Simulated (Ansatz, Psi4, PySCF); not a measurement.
H7O7Si2, charge +1, singlet, geometry from GFN2-xTB. Base run: REVPBE/STO-3G (PySCF).

Geometry (Å):
```xyz
16

O      1.4896     1.6145     0.1552
Si     1.5070     0.0278     0.3497
O      1.2595    -0.3613     1.8727
O      2.5919    -0.8699    -0.4043
O      0.1422    -0.5807    -0.5314
Si    -1.5015    -0.0503    -0.3703
O     -1.5291     1.4616    -0.8659
O     -2.1078    -1.1063    -1.4041
O     -1.8489    -0.1476     1.1871
H      1.7656     2.0840    -0.6299
H      0.9502     0.2356     2.5512
H      3.4735    -1.0464    -0.0869
H      0.3137    -1.2804    -1.1717
H     -1.5537     2.2282    -0.2966
H     -2.9630    -1.0373    -1.8199
H     -2.0432    -0.9508     1.6669
```
Charge +1, spin multiplicity 1.
All else is at PySCF's defaults.

The same geometry, method and basis name were run in Ansatz (a program for electronic structure) and Psi4 and PySCF, at each program's defaults and at the settings that a row names. The base is PySCF at its defaults. Differences at the defaults can come from grids, fitting, cores and function types together.

```json
[
 {"code and settings": "PySCF, defaults (exact integrals, its default grid, spherical functions)", "ΔE vs base (mEh)": "0.000", "basis functions": "60", "E (Eh)": "-1095.34620", "SCF cycles": "10"},
 {"code and settings": "Psi4, defaults (density fitting with its default set, its default grid, spherical functions)", "ΔE vs base (mEh)": "-4.301", "basis functions": "60", "E (Eh)": "-1095.35050", "SCF cycles": "8"},
 {"code and settings": "Ansatz, defaults (factorised integrals, its default grid, spherical functions)", "ΔE vs base (mEh)": "-0.009", "basis functions": "60", "E (Eh)": "-1095.34621", "SCF cycles": "-"},
 {"code and settings": "PySCF, density fitting with def2-universal-jkfit", "ΔE vs base (mEh)": "-4.295", "basis functions": "60", "E (Eh)": "-1095.35050", "SCF cycles": "10"},
 {"code and settings": "PySCF, fine grid", "ΔE vs base (mEh)": "-0.001", "basis functions": "60", "E (Eh)": "-1095.34620", "SCF cycles": "10"},
 {"code and settings": "Psi4, exact integrals, spherical functions, fine grid", "ΔE vs base (mEh)": "-0.002", "basis functions": "60", "E (Eh)": "-1095.34620", "SCF cycles": "11"},
 {"code and settings": "Ansatz, high accuracy", "ΔE vs base (mEh)": "-0.002", "basis functions": "60", "E (Eh)": "-1095.34620", "SCF cycles": "-"}
]
```
